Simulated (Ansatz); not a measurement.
Geometry optimisation, RKS B3LYP/6-31G* (Ansatz 0.2.0).

input.yaml

```yaml
crystal:
  periodic: [false, false, false]
  atoms:
    - { symbol: F, position_ang: [-1.9509, 0.1925, -0.1244] }
    - { symbol: B, position_ang: [-0.611, 0.5367, -0.3769] }
    - { symbol: C, position_ang: [0.4919, -0.3468, 0.2779] }
    - { symbol: F, position_ang: [0.4719, -1.6454, -0.1394] }
    - { symbol: H, position_ang: [-0.3127, 1.447, -1.0821] }
    - { symbol: H, position_ang: [0.4223, -0.2932, 1.3944] }
    - { symbol: H, position_ang: [1.5497, 0.0412, 0.0047] }
basis:
  gaussian: { orbitals: "6-31G*" }
hamiltonian:
  xc: b3lyp
relax:
  f_tol: 0.02
  max_steps: 40
scf:
  lower_state_search: "off"
```

Run as:

```bash
$ ansatz run input.yaml --threads 1 --pin off --max-ram 2048MiB --backend cpu --events-out ev --progress --plain --runs-dir out
```

Task: Where does it end, and by what steps?

Result: It converged. After 10 steps the energy has fallen by 0.440 eV; F1 moved furthest, 0.74 Å.

```tsv
step	energy less start (eV)	largest force component (eV/Å)	accepted
0	0.0000	2.658	yes
1	-0.2412	1.368	yes
2	-0.2797	0.955	yes
3	-0.3289	0.312	yes
4	-0.3575	0.267	yes
5	-0.3851	0.554	yes
6	-0.4252	0.328	yes
7	-0.4331	0.433	yes
8	-0.4400	0.090	yes
9	-0.4402	0.022	yes
10	-0.4402	0.010	yes
```

```xyz
7
Properties=species:S:1:pos:R:3
F -1.741 -0.038 -0.797
B -0.623 0.520 -0.365
C 0.521 -0.349 0.271
F 0.218 -1.708 0.316
H -0.507 1.708 -0.472
H 0.737 0.006 1.293
H 1.458 -0.207 -0.293
```

Whether the end is a true minimum wasn't checked by a vibrational analysis.

The run took 30 s on 1 thread of Arm Neoverse N1, on a shared host, peak memory 0.12 GiB.
